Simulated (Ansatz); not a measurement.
Calculated with Ansatz (gas phase, PBE0-D4/def2-TZVP geometries, no zero-point term in ΔE). CBS: MP2 limit from def2 TZ/QZ plus the TZ coupled-cluster correction, frozen cores. This one scheme is used for every species. Functionals use def2-TZVPP. Open shells (•) are unrestricted, without spin–orbit coupling. def2 core potentials past Kr. For Sn outer-core shells are correlated without core-valence functions, which leaves a few kJ/mol of doubt a bond. One conformer a species, not always the lowest.

Reaction (hydrogen abstraction from the Sn–H bond): `[NH2][SnH2][F]` + `[SiH3]`• → `[NH2][SnH][F]`• + SiH₄

```tsv
level	ΔE (kJ/mol)
ωB97X-V	-77.2
HF/def2-TZVPP	-62.6
CCSD/def2-TZVPP	-68.9
CCSD(T)/def2-TZVPP	-70.3
```

What does CCSD(T)/CBS give? (Best estimate.)

Computed: -73.3 kJ/mol. The listed levels differ from it by -3.9, 10.7, 4.4, 3.0 kJ/mol.

Largest T1 diagnostic among the species: 0.018.

In def2-TZVPP, CCSD(T) changes the Hartree–Fock value by −7.7 kJ/mol (the triples alone add −1.5 kJ/mol) and MP2 by −5.7 kJ/mol. From PBE to PBE0 (25 % exact exchange), in def2-TZVPP and without D4, ΔE moves by +10.6 kJ/mol.
